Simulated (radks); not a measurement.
Results of a calculation; reference values are marked as such.
Task: Species: V III. Configuration: [Ar] 3d3. Code: a radial shooting solver on a logarithmic mesh with Libxc functionals. Model: Dirac Kohn-Sham, BLYP, spin-unpolarised, spherical densities, point nucleus; open shells are shared between the two j in proportion to 2j + 1. Some entries of the table are withheld. Estimate them.

orbital  occ.  eigenvalue (hartree)  <1/r> (bohr^-1)
1s1/2       2                   (1)              (2)
2s1/2       2                   (3)            4.812
2p1/2       2             -19.27737              (4)
2p3/2       4             -19.01605              (5)
3s1/2       2              -3.18241            1.489
3p1/2       2              -2.24299            1.364
3p3/2       4              -2.21223            1.349
3d3/2     1.2              -0.78549            1.004
3d5/2     1.8              -0.78289            1.001

Result: 
(1) 1s1/2 eigenvalue (hartree): -197.8106
(2) 1s1/2 <1/r> (bohr^-1): 22.84
(3) 2s1/2 eigenvalue (hartree): -22.74966
(4) 2p1/2 <1/r> (bohr^-1): 4.750
(5) 2p3/2 <1/r> (bohr^-1): 4.684
